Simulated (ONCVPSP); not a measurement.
**What one change does to a pseudopotential (lanthanum (La), ONCV)**

La (Z = 57), optimised norm-conserving Vanderbilt (ONCV), made with ONCVPSP 4.0.1 (PW91, scalar-relativistic). Core [Kr] 4d10, reference 5s2 5p6 5d2 6s1. Waves: 5s+6s: rc 3.00 bohr, ncon 4, nbas 7, qcut 3.3 1/bohr, 2 projectors; 5p: rc 2.65 bohr, ncon 5, nbas 9, qcut 4.9 1/bohr, 3 projectors, debl 2.4 Ha; 5d: rc 2.45 bohr, ncon 4, nbas 7, qcut 3.4 1/bohr, 3 projectors, debl 1.7 Ha; f scattering state at 0.17 Ha: rc 2.45 bohr, ncon 4, nbas 7, qcut 4.4 1/bohr, local. Local part: the f channel. Core correction: Teter function, fcfact 4.5, rcfact 1.15.

In the f channel the program set the typed energies aside and used -0.103 Ha.

Change: s: rc 4.16.

Cutoffs: the cutoffs (Ha) at which the residual kinetic energy of the hardest occupied pseudo-wave falls to 1 and 0.1 mHa per electron; they do not see the model core or the augmentation charge, which bear on the density cutoff. Errors are all-electron minus pseudo energies relative to the spin-unpolarised reference configuration.

Q: How do hardness, ghosts and transferability respond?

A: The potential gets neither clearly harder nor softer (7.3 Ha and 10 Ha → 7.3 Ha and 10 Ha); both files keep a bound ghost (s); of the 4 tests that both files solve, the error grows in 1 and shrinks in 3 by more than 15 % and 0.3 meV (median size 3.8 → 4.7 meV).

```tsv
quantity	base	changed
cutoff, loose	7.3 Ha	7.3 Ha
cutoff, tight	10 Ha	10 Ha
loose cutoff by channel	s 2.8 Ha, p 7.3 Ha, d 5.5 Ha	s 3.0 Ha, p 7.3 Ha, d 5.5 Ha
bound ghosts	s	s
GHOST(+) flags under 300 eV	p at 144.0 eV, p at 147.9 eV, d at 260.0 eV	p at 144.0 eV, p at 147.9 eV, d at 260.0 eV
error for 5s2 5p6 5d1 6s2, meV [ΔE -0.80 eV]	-6.2	-4.5
error for 5s2 5p6 5d1 6s1, meV [ΔE 5.21 eV]	-1.3	+0.3
error for 5s2 5p6 5d1 6s0, meV [ΔE 16.13 eV]	+0.4	-4.8
error for 5s2 5p6 5d0 6s2 6p1, meV [ΔE 1.52 eV]	-22	-13
p: phases at 2.69 bohr within 0.05 rad from the reference energy up to (Ha; the scan ends near 5)	to the end of the scan	to the end of the scan
d: phases at 2.49 bohr within 0.05 rad from the reference energy up to (Ha; the scan ends near 5)	to the end of the scan	to the end of the scan
f: phases at 2.49 bohr within 0.05 rad from the reference energy up to (Ha; the scan ends near 5)	-0.0	-0.0
rms error of d²Exc/dni dnj with the model core, mHa	0.65	0.73
```

Base: The cutoffs count occupied waves only; projector 1 of the f channel, the hardest unoccupied one, needs 36 Ha at the loose tolerance. Changed file: The cutoffs count occupied waves only; projector 1 of the f channel, the hardest unoccupied one, needs 36 Ha at the loose tolerance. A true bound ghost makes a file unfit for plane-wave use even where its test errors are small: the radial tests pick states by their node count and pass the ghost by.
